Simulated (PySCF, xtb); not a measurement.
Si(Cl)(F)2(SMe) (CH3ClF2SSi), SMILES CS[Si](F)(F)Cl. Other conformers were not sampled.

Harmonic wavenumbers (cm⁻¹) from GFN2-xTB (xtb 6.7.1) at its own minimum, in rising order: 29, 104, 121, 147, 167, 222, 223, 268, 460, 603, 714, 840, 888, 945, 962, 1320, 1443, 1452, 3043, 3052, 3069.

### Question
What does ωB97X-D3(BJ)/def2-SVP in PySCF 2.14.0 give at its own minimum? (An estimate is asked for; the answer gives what the named calculation found.)

### Answer
49, 122, 141, 187, 216, 280, 299, 323, 507, 662, 739, 905, 985, 990, 998, 1359, 1463, 1471, 3091, 3209, 3214. Paired by order, the mean absolute difference is 54 cm⁻¹ and the zero-point energies are 28.7 and 30.3 kcal/mol.
